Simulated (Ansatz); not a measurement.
Geometry optimisation, Ansatz 0.2.0, RHF/6-31G*.

The input (input.yaml):

```yaml
crystal:
  periodic: [false, false, false]
  atoms:
    - { symbol: B, position_ang: [0.0, 0.0, 0.0] }
    - { symbol: "N", position_ang: [0.0, 0.0, 1.9] }
    - { symbol: H, position_ang: [-0.877, -0.2713, 2.43] }
    - { symbol: H, position_ang: [0.877, 0.2713, 2.43] }
    - { symbol: H, position_ang: [1.0305, 0.0, -0.595] }
    - { symbol: H, position_ang: [-1.0305, 0.0, -0.595] }
    - { symbol: O, position_ang: [-0.2139, 1.6086, 0.5392] }
    - { symbol: C, position_ang: [-1.4111, 2.3603, 0.4047] }
    - { symbol: H, position_ang: [-2.1842, 1.7397, -0.0944] }
    - { symbol: H, position_ang: [-1.7728, 2.6639, 1.4093] }
    - { symbol: H, position_ang: [-1.2133, 3.2659, -0.206] }
    - { symbol: H, position_ang: [-0.1432, 1.0772, 1.5734] }
basis:
  gaussian: { orbitals: "6-31G*" }
hamiltonian:
  xc: hf
relax:
  f_tol: 0.15
  max_steps: 25
  restrain:
    - { distance: [0, 6], at: 1.41, k: 30.0 }
    - { distance: [11, 1], at: 1.06, k: 30.0 }
    - { distance: [0, 1], at: 2.75, k: 30.0 }
    - { distance: [11, 6], at: 2.21, k: 30.0 }
```

Command:

```bash
$ ansatz run input.yaml --threads 1 --pin off --max-ram 2048MiB --backend cpu --events-out ev --progress --plain --runs-dir out
```

**Question.** Where does it end, and by what steps?

**Answer.** The forces met the threshold. The restraints hold the end off the free minimum. After 11 steps the energy has fallen by 3.740 eV (the restraints' own energy left out); H4 moved furthest, 0.82 Å.

```json
{"step": "0", "energy less start (eV)": "0.0000", "largest force component (eV/Å)": "4.441", "accepted": "yes"}
{"step": "1", "energy less start (eV)": "-1.0821", "largest force component (eV/Å)": "5.482", "accepted": "yes"}
{"step": "2", "energy less start (eV)": "-2.0101", "largest force component (eV/Å)": "4.533", "accepted": "yes"}
{"step": "3", "energy less start (eV)": "-2.8072", "largest force component (eV/Å)": "2.510", "accepted": "yes"}
{"step": "4", "energy less start (eV)": "-3.4995", "largest force component (eV/Å)": "2.302", "accepted": "yes"}
{"step": "5", "energy less start (eV)": "-3.5903", "largest force component (eV/Å)": "1.716", "accepted": "yes"}
{"step": "6", "energy less start (eV)": "-3.6267", "largest force component (eV/Å)": "2.373", "accepted": "yes"}
{"step": "7", "energy less start (eV)": "-3.7342", "largest force component (eV/Å)": "0.901", "accepted": "yes"}
{"step": "8", "energy less start (eV)": "-3.7173", "largest force component (eV/Å)": "1.181", "accepted": "no"}
{"step": "9", "energy less start (eV)": "-3.7382", "largest force component (eV/Å)": "1.065", "accepted": "yes"}
{"step": "10", "energy less start (eV)": "-3.7380", "largest force component (eV/Å)": "1.070", "accepted": "yes"}
{"step": "11", "energy less start (eV)": "-3.7404", "largest force component (eV/Å)": "1.074", "accepted": "yes"}
```

```xyz
12
Properties=species:S:1:pos:R:3
B -0.093 0.519 -0.386
N 0.005 -0.095 2.291
H -0.682 -0.096 3.023
H 0.840 -0.515 2.655
H 1.018 0.114 -0.495
H -1.039 -0.097 -0.769
O -0.242 1.799 0.092
C -1.497 2.421 0.164
H -2.273 1.803 -0.270
H -1.746 2.621 1.201
H -1.452 3.362 -0.369
H 0.222 0.880 2.058
```

Time of the run: 17 s on 1 thread of Arm Neoverse V2, with other jobs on the host, peak memory 0.13 GiB.
